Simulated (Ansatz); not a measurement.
Ideal-gas functions of `[F][In]` at 400 K and 1 bar, from an Ansatz frequency run at PBE0-D4/def2-TZVP.

Molar mass 133.82 g/mol, point group C∞v (symmetry number 1), electronic degeneracy 1, moments of inertia 64.795 u Å². Harmonic wavenumbers (cm⁻¹, unscaled): 530.

Use S(trans) = R[1.5 ln M + 2.5 ln T − 1.1517]; rotational temperatures θ = 24.2544 K / I; S(rot) = R[ln(T/σθ) + 1]; for each mode x = 1.438777 ν̃/T, S = R[x/(eˣ − 1) − ln(1 − e⁻ˣ)] and H = RT x/(eˣ − 1); 1 cm⁻¹ = 0.0119627 kJ/mol; R = 8.31446 J/(mol·K).

**Question.** By hand: the entropy, in J/(mol·K).

**Answer.** Translation 176.0. Rotation: θ = 0.3743 K, giving 66.3. Vibration, mode by mode: 4.10, in all 4.1. Electronic 0.0. Sum 246.4 J/(mol·K).

**Question.** By hand: H − E and G − E in kJ/mol, counted from the electronic energy.

**Answer.** Zero-point energy ½ × 530 × 0.0119627 = 3.2; thermal vibration 1.1; translation, rotation and pV give 3.5 RT = 11.6. H − E = 15.9 kJ/mol, and G − E = 15.9 − 400 × 246.4/1000 = -82.7 kJ/mol.

Vibration gives 2 % of the entropy.
